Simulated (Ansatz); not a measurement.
# Ligand exchange: Sc(CH3)F2 + CCl3F → ScF3 + C2H3Cl3

Species: Sc(CH3)F2, singlet; CCl3F (trichlorofluoromethane) `FC(Cl)(Cl)Cl`, singlet; ScF3 `[F][Sc]([F])[F]`, singlet; C2H3Cl3 (1,1,1-trichloroethane) `CC(Cl)(Cl)Cl`, singlet. The partners trade CH3 for F: Sc–CH3 and C–F bonds give way to Sc–F and C–CH3.

Shapes, held fixed at every level: PBE0-D4/def2-TZVP. Programs: Ansatz 0.2.0. Electronic energies: no zero-point or thermal term.

```
              level                   kind  ΔE (kJ/mol)  less CCSD(T)/def2-TZVPP  CPU time (sum over the molecules)
   SPW92/def2-TZVPP                    LDA       -285.2                    +16.9                               17 s
BHLYP-D4/def2-TZVPP          global hybrid       -300.8                     +1.3                               35 s
 PBE0-D4/def2-TZVPP          global hybrid       -291.7                    +10.4                               31 s
  B2PLYP/def2-TZVPP          double hybrid       -302.3                     -0.2                               57 s
     MP2/def2-TZVPP    perturbation theory       -316.0                    -13.9                                  –
      CCSD/def2-SVP  coupled cluster or CI       -312.7                    -10.6                                  –
 CCSD(T)/def2-TZVPP  coupled cluster or CI       -302.1                      0.0                             11 min
```

The highest level, CCSD(T)/def2-TZVPP, gives ΔE = -302.1 kJ/mol; the levels span -316.0 to -285.2. The column of differences is taken from that level and isn't an error. No measured value is set beside it here. Outer-core shells of Sc are correlated, in sets that cover them unevenly. Times are processor times on shared x86 and Arm servers, and rough.
